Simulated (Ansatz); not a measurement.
Start from `[SH][GaH][SH]` and change one atom or group to get `[SH][Ga]([SH])[Br]`.

Ansatz, PBE0-D4/def2-TZVP geometries, multiplicity 1. Each molecule was computed in one conformer, which needn't be the lowest.

Scalar relativity is left out up to krypton.

| property | `[SH][GaH][SH]` |
| --- | --- |
| size of the dipole moment (B3LYP/def2-TZVPP) / D | 0.57 |
| HOMO–LUMO gap (PBE0/def2-TZVPP) / eV | 6.40 |
| HOMO–LUMO gap (B3LYP/def2-TZVPP) / eV | 5.91 |
| size of the dipole moment (ωB97M-V/def2-TZVPP) / D | 0.50 |
| size of the dipole moment (PBE/def2-TZVPP) / D | 0.63 |
| HOMO energy (PBE/def2-TZVPP) / eV | -6.40 |

(1) Give the same properties after the change, and the shifts. (Estimate.)

## Answers

(1) Computed: 
| property | `[SH][Ga]([SH])[Br]` | shift |
| --- | --- | --- |
| size of the dipole moment (B3LYP/def2-TZVPP) / D | 0.18 | -0.39 |
| HOMO–LUMO gap (PBE0/def2-TZVPP) / eV | 6.47 | 0.07 |
| HOMO–LUMO gap (B3LYP/def2-TZVPP) / eV | 5.92 | 0.01 |
| size of the dipole moment (ωB97M-V/def2-TZVPP) / D | 0.20 | -0.30 |
| size of the dipole moment (PBE/def2-TZVPP) / D | 0.20 | -0.43 |
| HOMO energy (PBE/def2-TZVPP) / eV | -6.66 | -0.26 |

With PBE0 the HOMO falls by 0.29 eV and the LUMO falls by 0.22 eV, so the gap widens by about 0.07 eV. PBE moves the HOMO by -0.26 eV and ωB97M-V by -0.30 eV. Dipoles are sizes alone; their direction can turn.

B3LYP here is the variant with VWN-RPA as its local correlation; programs differ in this.

Spin–orbit coupling is left out; it splits and shifts lone-pair levels of the heavy atoms by tenths of an eV.
